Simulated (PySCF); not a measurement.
An unknown is described by computed data only.

Formula: C5H3F5O.

- Couplings: largest of the computed one-bond spin–spin couplings (means over like bonds): 19F–13C -363.8, 19F–13C -350.4 (×3), 19F–13C -294.9, 13C–1H +193.1, 13C–1H +158.5, 13C–1H +156.3 Hz [B3LYP/pcJ-1, spin–dipole term left out for some pairs]
- 13C NMR: chemical shifts (computed TMS as zero) by class: 180.7 (1 C), 135.6 (1 C), 128.5 (1 C), 103.5 (1 C), 76.3 (1 C) ppm [GIAO PBE/pcSseg-2]
- Dipole: 2.78 D [wB97X-D/def2-SVPD]
- Rotational structure: rotational constants A, B, C: 2.061, 0.782, 0.761 GHz [PBE0-D3(BJ)/def2-SVP]
- 1H NMR: chemical shifts (computed TMS as zero) by class: 5.29 (1 H), 4.86 (1 H), 4.67 (1 H) ppm [GIAO PBE/pcSseg-2]
- UV, first state: lowest singlet excitation: 7.34 eV (169 nm, f = 0.269) [TDDFT wB97X-D/def2-SVPD]
- Polarisability: 63.1 au [wB97X-D/def2-SVPD]

Electronic properties: PySCF, gas phase, density fitting. Levels stand in brackets. Geometry: PBE0-D3(BJ)/def2-SVP; no solvent, vibrations or thermal averaging. NMR classes are plain means over equivalent atoms (diastereotopic ones count apart unless rotation or inversion swaps them), as if these changed places fast.

Question: Propose a structure and show how it fits.

Answer: Numbering: `[F:1][C:2]1=[CH:3][C@:4]([F:5])([C:6]([F:7])([F:8])[F:9])[O:10][CH2:11]1`. Its formula, C5H3F5O, gives 2 degrees of unsaturation: 1 ring and 1 π bond in the structure found. 5 carbons fall into 5 classes; from least to most shielded: vinylic C–F carbon [C2] (180.7 ppm), CF3 carbon [C6] (135.6 ppm), sp3 C–F carbon [C4] (128.5 ppm), alkene CH carbon [C3] (103.5 ppm), ring sp3 carbon bound to oxygen [C11] (76.3 ppm). Hydrogen classes from least to most shielded: 1 H on an alkene CH carbon, C3 (5.29 ppm), 1 H on an sp3 carbon bound to oxygen, C11 (4.86 ppm), 1 H on an sp3 carbon bound to oxygen, C11 (4.67 ppm). The couplings run between: -363.8 Hz, vinyl fluorine [F1] and vinylic C–F carbon [C2]; -350.4 Hz, fluorine of a CF3 group [F7] and CF3 carbon [C6] (with 2 like pairs); -294.9 Hz, alkyl fluorine [F5] and sp3 C–F carbon [C4]; +193.1 Hz, alkene CH carbon [C3] and its hydrogen; +158.5 Hz, sp3 carbon bound to oxygen [C11] and its hydrogen; +156.3 Hz, sp3 carbon bound to oxygen [C11] and its hydrogen. The optimised geometry has point group C1 and is an asymmetric top. Structure: `FC1=C[C@](F)(C(F)(F)F)OC1`. Computed isomers that give other values at the same levels: `F/C=C(F)/C=C/OC(F)(F)F` (lowest singlet excitation: 5.78 eV (215 nm, f = 0.722)). The assignments are read from this structure; whether some other isomer fits the data as well wasn't checked. The mirror image fits equally.

Conformer computed: `[F:1][C:2]1=[CH:3][C@:4]([F:5])([C:6]([F:7])([F:8])[F:9])[O:10][CH2:11]1`: C3–C4–C6–F7 59°.
